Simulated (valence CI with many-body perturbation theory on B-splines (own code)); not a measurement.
**E1 transitions of Ba23+**

Calculated by configuration interaction combined with many-body perturbation theory (CI+MBPT): five valence electrons over a frozen Dirac-Fock core [Ar] 3d10, radial functions for each j: 9 s, 9 p, 8 d, 6 f, 3 g, 1 h, with the one-electron correlation potential Σ1, the two-electron term Σ2, the three-electron term Σ3, Breit, model QED; selected CI, second order for the rest (own B-spline code, finite nucleus).

No measured levels were compared; by estimate levels hold to about 250 cm⁻¹ or 0.2 % of their energy and the worst to 1 %, as in measured heavy ions of charge 2 to 7; those with d or f electrons hold less well. Among the levels kept, up to 270 cm⁻¹ of a level comes from second order outside the variational space, and about a tenth of that is noise between levels of different J, which matters for small intervals.

Lines 151 to 183 of 183 in falling wavelength, among levels below 166.99 eV, chosen from the strongest by gf and those to the six lowest levels. Wavelengths and rates use the calculated energies, so an error of 2000 cm⁻¹ moves a line at 104.9 Å by 0.21 % and its rate by three times that or more. Electric multipoles are in the length gauge, E1 and E2 with the static RPA response of the core. Weak lines are less certain than strong ones. Lines between different terms over intervals too small for the method are left out, as are lines whose strength nearly cancels.

Levels are named by their leading jj configuration (3d3/2^4 stands for four electrons in 3d with j = 3/2), which in mixed levels can hold well under half, so a name can repeat and another be missing. Letters in brackets count levels of one name in rising energy.

| λ vac (Å) | Upper | Lower | A (s⁻¹) | S (a.u.) with core polarisation | S without |
| --- | --- | --- | --- | --- | --- |
| 104.9 | (4s^2 4p1/2 4p3/2 4d5/2) J=3/2 [a] | (4s^2 4p1/2^2 4p3/2) J=3/2 | 1.23e+11 | 2.80e-01 | 3.01e-01 |
| 104.9 | (4s^2 4p3/2^2 4d3/2) J=5/2 | (4s^2 4p1/2 4p3/2^2) J=5/2 | 2.17e+11 | 7.40e-01 | 7.95e-01 |
| 103.8 | (4s^2 4p3/2^2 4d3/2) J=1/2 | (4s^2 4p1/2 4p3/2^2) J=3/2 | 2.39e+11 | 2.64e-01 | 2.84e-01 |
| 103.2 | (4s^2 4p3/2^2 4d3/2) J=3/2 [b] | (4s^2 4p1/2 4p3/2^2) J=1/2 | 2.86e+11 | 6.21e-01 | 6.66e-01 |
| 102.6 | (4s^2 4p3/2^2 4d3/2) J=3/2 [a] | (4s^2 4p1/2 4p3/2^2) J=3/2 | 2.94e+11 | 6.26e-01 | 6.72e-01 |
| 102.3 | (4s 4p3/2^4) J=1/2 | (4s^2 4p1/2^2 4p3/2) J=3/2 | 6.47e+09 | 6.83e-03 | 7.33e-03 |
| 102.1 | (4s^2 4p1/2 4p3/2 4d3/2) J=5/2 [b] | (4s^2 4p1/2^2 4p3/2) J=3/2 | 2.84e+11 | 8.93e-01 | 9.58e-01 |
| 102.0 | (4s^2 4p3/2^2 4d3/2) J=5/2 | (4s^2 4p1/2 4p3/2^2) J=3/2 | 1.87e+11 | 5.88e-01 | 6.30e-01 |
| 101.9 | (4s^2 4p3/2^2 4d5/2) J=1/2 | (4s^2 4p1/2 4p3/2^2) J=1/2 | 2.29e+08 | 2.40e-04 | 2.55e-04 |
| 101.7 | (4s^2 4p3/2^2 4d3/2) J=7/2 | (4s^2 4p1/2 4p3/2^2) J=5/2 | 4.85e+11 | 2.02e+00 | 2.16e+00 |
| 101.3 | (4s^2 4p1/2 4p3/2 4d3/2) J=3/2 [b] | (4s^2 4p1/2^2 4p3/2) J=3/2 | 2.65e+11 | 5.44e-01 | 5.84e-01 |
| 101.3 | (4s^2 4p1/2 4p3/2 4d3/2) J=1/2 [b] | (4s^2 4p1/2^2 4p3/2) J=3/2 | 3.67e+11 | 3.77e-01 | 4.04e-01 |
| 100.7 | (4s^2 4p3/2^2 4d5/2) J=5/2 [a] | (4s^2 4p1/2 4p3/2^2) J=5/2 | 2.63e+09 | 7.96e-03 | 8.51e-03 |
| 99.56 | (4s^2 4p3/2^2 4d3/2) J=3/2 [b] | (4s^2 4p1/2 4p3/2^2) J=5/2 | 1.22e+08 | 2.37e-04 | 2.45e-04 |
| 98.74 | (4s^2 4p3/2^2 4d5/2) J=3/2 | (4s^2 4p1/2 4p3/2^2) J=1/2 | 1.12e+11 | 2.14e-01 | 2.29e-01 |
| 98.10 | (4s^2 4p1/2 4p3/2 4d5/2) J=3/2 [b] | (4s^2 4p1/2^2 4p3/2) J=3/2 | 4.66e+10 | 8.69e-02 | 9.34e-02 |
| 98.05 | (4s^2 4p3/2^2 4d5/2) J=5/2 [a] | (4s^2 4p1/2 4p3/2^2) J=3/2 | 5.96e+07 | 1.66e-04 | 1.79e-04 |
| 97.13 | (4s^2 4p1/2 4p3/2 4d5/2) J=5/2 [b] | (4s^2 4p1/2^2 4p3/2) J=3/2 | 1.25e+11 | 3.40e-01 | 3.64e-01 |
| 96.93 | (4s^2 4p3/2^2 4d3/2) J=3/2 [b] | (4s^2 4p1/2 4p3/2^2) J=3/2 | 9.57e+09 | 1.72e-02 | 1.85e-02 |
| 95.80 | (4s^2 4p3/2^2 4d5/2) J=1/2 | (4s^2 4p1/2 4p3/2^2) J=3/2 | 6.00e+10 | 5.21e-02 | 5.59e-02 |
| 95.41 | (4s^2 4p3/2^2 4d5/2) J=3/2 | (4s^2 4p1/2 4p3/2^2) J=5/2 | 1.36e+09 | 2.33e-03 | 2.50e-03 |
| 95.32 | (4s^2 4p1/2 4p3/2 4d5/2) J=1/2 | (4s^2 4p1/2^2 4p3/2) J=3/2 | 1.05e+10 | 9.00e-03 | 9.65e-03 |
| 93.82 | (4s^2 4p3/2^2 4d5/2) J=5/2 [b] | (4s^2 4p1/2 4p3/2^2) J=5/2 | 1.50e+10 | 3.68e-02 | 3.94e-02 |
| 92.99 | (4s^2 4p3/2^2 4d5/2) J=3/2 | (4s^2 4p1/2 4p3/2^2) J=3/2 | 2.40e+07 | 3.81e-05 | 3.99e-05 |
| 91.48 | (4s^2 4p3/2^2 4d5/2) J=5/2 [b] | (4s^2 4p1/2 4p3/2^2) J=3/2 | 1.23e+10 | 2.78e-02 | 2.98e-02 |
| 90.98 | (4s^2 4p3/2^2 4d3/2) J=1/2 | (4s^2 4p1/2^2 4p3/2) J=3/2 | 1.60e+09 | 1.19e-03 | 1.27e-03 |
| 90.01 | (4s^2 4p3/2^2 4d3/2) J=3/2 [a] | (4s^2 4p1/2^2 4p3/2) J=3/2 | 7.63e+07 | 1.10e-04 | 1.18e-04 |
| 89.53 | (4s^2 4p3/2^2 4d3/2) J=5/2 | (4s^2 4p1/2^2 4p3/2) J=3/2 | 1.68e+09 | 3.58e-03 | 3.83e-03 |
| 86.50 | (4s^2 4p3/2^2 4d5/2) J=5/2 [a] | (4s^2 4p1/2^2 4p3/2) J=3/2 | 1.69e+09 | 3.25e-03 | 3.49e-03 |
| 85.63 | (4s^2 4p3/2^2 4d3/2) J=3/2 [b] | (4s^2 4p1/2^2 4p3/2) J=3/2 | 2.06e+08 | 2.56e-04 | 2.77e-04 |
| 84.74 | (4s^2 4p3/2^2 4d5/2) J=1/2 | (4s^2 4p1/2^2 4p3/2) J=3/2 | 7.86e+08 | 4.72e-04 | 5.08e-04 |
| 82.54 | (4s^2 4p3/2^2 4d5/2) J=3/2 | (4s^2 4p1/2^2 4p3/2) J=3/2 | 1.16e+09 | 1.29e-03 | 1.39e-03 |
| 81.34 | (4s^2 4p3/2^2 4d5/2) J=5/2 [b] | (4s^2 4p1/2^2 4p3/2) J=3/2 | 8.15e+08 | 1.30e-03 | 1.40e-03 |
